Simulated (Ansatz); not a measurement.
Stepwise reaction of `[SiH3]OB(Cl)Cl` with water, as a gas-phase model of exchange steps in deposition or etching. ΔE in kJ/mol; ΔG adds harmonic PBE0-D4 terms to CCSD(T)/CBS, at 1 bar.

Program: Ansatz. Geometries: PBE0-D4/def2-TZVP. ΔE: electronic, gas phase. CBS: MP2 limit from def2 TZ/QZ plus the TZ coupled-cluster correction, frozen cores. This one scheme is used for every species. DFT in def2-TZVPP. B3LYP here is the variant with VWN-RPA as its local correlation; programs differ in this. Each species was taken in one conformer, which may not be the lowest.

```csv
step,reaction,PBE-D4,B3LYP-D4,ωB97M-V,CCSD(T)/CBS,ΔG(400 K)
1,`[SiH3]OB(Cl)Cl` + H₂O → `OB(Cl)O[SiH3]` + HCl,-42.7,-50.4,-50.1,-46.1,-46.1
2,`OB(Cl)O[SiH3]` + H₂O → `OB(O)O[SiH3]` + HCl,-34.9,-42.1,-41.8,-38.9,-37.3
```

Task: By hand: ΔE of the 2 steps together at CCSD(T)/CBS.

Result: (-46.1) + (-38.9) = -85.0 kJ/mol, or -42.5 kJ/mol a step.

In ΔE each step is higher than the one before. All are downhill at CCSD(T)/CBS. ΔG lies between -46.1 and -37.3 kJ/mol a step. PBE-D4 differs from CCSD(T)/CBS by 3.4 to 4.0 kJ/mol a step. Isolated molecules leave out the surface, adducts and barriers. Largest T1 diagnostic: 0.012.
